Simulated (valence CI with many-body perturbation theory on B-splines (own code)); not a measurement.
# Valence orbitals of Au LXXV

Computed by valence CI with perturbative core correlation (CI+MBPT): three valence electrons over a frozen Dirac-Fock core [He], radial functions for each j: 11 s, 11 p, 10 d, 8 f, 5 g, 2 h, with the one-electron correlation potential Σ1 (screened to all orders), the two-electron term Σ2, the three-electron term Σ3, Breit, model QED; selected single and double excitations, second order for the rest, scaled by the run's own slope (own B-spline code, finite nucleus).

The last digits are not significant, and no measured levels were compared; by estimate large intervals hold to a few tenths of a per cent, small ones and those within an open d or f shell to about a per cent.

These are the spectroscopic orbitals of the CI (the correlating ones are not listed), shaped by the core and the other valence electrons. h is the expectation value of the core's Dirac-Fock operator, without the valence repulsion; Σ1 is computed up to l = 3 at one energy for each symmetry, that of its lowest orbital but kept below the first core excitation, so for empty shells it is not the orbital's own correlation shift; Breit and QED include the response of the core.

```csv
Orbital,h (hartree),Σ1 (cm⁻¹),Breit (cm⁻¹),QED (cm⁻¹),⟨r⟩ (bohr)
2s1/2,-842,-1672,160111,203462,0.06791
3s1/2,-363.73,-433,44220,58878,0.1594
4s1/2,-200.56,-171,17391,24050,0.2914
5s1/2,-126.62,-84.9,8652,12059,0.4633
6s1/2,-87.076,-48.1,4911,6875,0.6752
7s1/2,-63.508,-29.9,3052,4283,0.9267
2p1/2,-833.9,-4887,323791,13821,0.05552
3p1/2,-361.5,-1147,85415,2822,0.1478
4p1/2,-199.66,-445,33376,1080,0.2803
5p1/2,-126.17,-219,16523,529,0.4528
6p1/2,-86.82,-123,9358,298,0.6652
7p1/2,-63.348,-76.4,5808,185,0.9174
2p3/2,-758.44,-2633,99606,30689,0.06331
3p3/2,-339.03,-622,28185,8160,0.1589
4p3/2,-190.26,-243,14326,3316,0.2951
5p3/2,-121.4,-120,7225,1666,0.4713
6p3/2,-84.08,-68.2,4140,953,0.6875
7p3/2,-61.632,-42.4,2592,596,0.9431
3d3/2,-338.34,-291,3128,-201,0.1334
4d3/2,-189.97,-127,1730,55.1,0.2700
5d3/2,-121.25,-66.1,833,56.2,0.4465
6d3/2,-83.994,-38.4,505,40.6,0.6632
7d3/2,-61.579,-24.3,326,28.4,0.9193
3d5/2,-332.22,-236,1000,2542,0.1371
4d5/2,-187.37,-102,555,1200,0.2745
5d5/2,-119.92,-52.8,258,640,0.4521
6d5/2,-83.224,-30.7,156,377,0.6697
7d5/2,-61.094,-19.4,101,240,0.9268
4f5/2,-187.33,-22.6,18.9,-310,0.2354
5f5/2,-119.9,-13.0,15.7,-148,0.4131
6f5/2,-83.212,-7.9,9.5,-82.5,0.6309
7f5/2,-61.087,-5.1,6.7,-50.6,0.8884
4f7/2,-186.08,-20.8,5.7,296,0.2378
5f7/2,-119.26,-11.8,4.7,162,0.4159
6f7/2,-82.841,-7.2,2.6,97.4,0.6341
7f7/2,-60.853,-4.6,1.9,62.7,0.8921
5g7/2,-119.25,,0.1,-102,0.3628
6g7/2,-82.837,,0.1,-59.1,0.5811
7g7/2,-60.852,,0.1,-37.2,0.8393
5g9/2,-118.88,,0.0,82.2,0.3646
6g9/2,-82.618,,0.0,48.1,0.5831
7g9/2,-60.713,,0.0,30.5,0.8416
6h9/2,-82.618,,,,0.5165
6h11/2,-82.472,,,,0.5180
```

Among the shells of the start configuration 2s2 2p1, Σ1 is largest in size for 2p1/2, where it is 0.0027 % of h.

Lowest root of each symmetry, sizes in configuration state functions:

| J | Parity | Roots | Reference | Variational | Second order | Change by selected CI (cm⁻¹) | Change by second order (cm⁻¹) |
| --- | --- | --- | --- | --- | --- | --- | --- |
| 1/2 | even | 24 | 82 | 13367 | 7596 | -17099 | 0 |
| 3/2 | even | 29 | 120 | 21266 | 20190 | -9689 | 0 |
| 5/2 | even | 24 | 121 | 23528 | 29346 | -12556 | -1 |
| 7/2 | even | 10 | 89 | 18154 | 23898 | -6556 | -5 |
| 9/2 | even | 4 | 60 | 11345 | 12635 | -11874 | -3 |
| 11/2 | even | 1 | 26 | 5025 | 4974 | -8047 | -2 |
| 1/2 | odd | 22 | 80 | 12931 | 9391 | -15053 | 0 |
| 3/2 | odd | 30 | 122 | 21008 | 21860 | -12665 | 0 |
| 5/2 | odd | 20 | 116 | 21695 | 25463 | -16367 | 0 |
| 7/2 | odd | 10 | 92 | 16984 | 20723 | -11269 | -3 |
| 9/2 | odd | 2 | 55 | 7492 | 16312 | -6486 | -4 |
| 11/2 | odd | 1 | 29 | 4849 | 11241 | -9216 | -2 |
